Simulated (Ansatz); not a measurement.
C2H5BO4 (SMILES CC(=O)OB(O)O), singlet, geometry from GFN2-xTB; SC-NEVPT2/STO-3G, CASSCF(4,4) (Ansatz, a first-principles code).

Input for Ansatz:
Ansatz 0.2 input:
```yaml
crystal:
  periodic: [false, false, false]
  atoms:
    - {symbol: B, position_ang: [0.39686320, 0.51855161, 1.05611498]}
    - {symbol: O, position_ang: [-0.02624839, -0.58910119, 0.29015126]}
    - {symbol: C, position_ang: [-0.37668784, -0.51255749, -0.99249825]}
    - {symbol: C, position_ang: [-0.78419404, -1.84921561, -1.54366143]}
    - {symbol: O, position_ang: [-0.36819918, 0.51174447, -1.63346193]}
    - {symbol: H, position_ang: [-1.03953569, -1.75370971, -2.59440270]}
    - {symbol: H, position_ang: [-1.63742919, -2.22102364, -0.98135603]}
    - {symbol: H, position_ang: [0.03326622, -2.55423632, -1.41476100]}
    - {symbol: O, position_ang: [0.70372911, 0.22308669, 2.33062166]}
    - {symbol: H, position_ang: [0.99056796, 0.97590996, 2.84806482]}
    - {symbol: O, position_ang: [0.49014631, 1.76598980, 0.56809137]}
    - {symbol: H, position_ang: [0.23868317, 1.83718196, -0.36438058]}
basis:
  gaussian:
    orbitals: STO-3G
magnetization: {spin_polarized: false}
correlation: {method: sc_nevpt2, electrons: all, active_space: {window: {electrons: 4, orbitals: 4}}}
```

### Question
Predict the main parts of the log of this Ansatz run.

### Answer

```
Functional definition: HF
576 factors; integrals over basis functions are off by at most 5.8e-5 eV
mean field evaluation 1: about -10813.6849 eV, gradient 4.3e1 eV
mean field evaluation 2: about -10813.9594 eV, gradient 4.3e1 eV
mean field evaluation 4: about -10819.7855 eV, gradient 3.8e0 eV
mean field evaluation 8: about -10819.8621 eV, gradient 3.7e-2 eV
mean field -10819.85594026 eV, -397.6223718428 hartree, gradient 1.4e-6 eV, S^2 0.000000; 0 other end points of the search recorded, 0 dependent functions left out; unrestricted orbitals would lower it
reference -10819.85594026 eV, -397.6223718428 hartree; 27, 27 occupied and 13, 13 virtual orbitals, 576 factors
state -10821.88482381 eV, -397.6969319379 hartree
state -10821.88482381 eV, -397.6969319379 hartree; corrected -10828.51143789 eV, -397.9404555139 hartree
state -10821.39953066 eV, -397.6790977439 hartree
state -10821.39953066 eV, -397.6790977439 hartree; corrected -10828.53468841 eV, -397.9413099547 hartree
state -10821.39953066 eV, -397.6790977439 hartree; corrected -10828.53468841 eV, -397.9413099547 hartree
WARN: the results are in doubt because another end's mean lies 0.485 eV lower, and its corrected mean 0.023 eV higher
Total energy: -10828.53468841 eV, -397.9413099547 hartree
In doubt: another end's mean lies 0.485 eV lower, and its corrected mean 0.023 eV higher
```
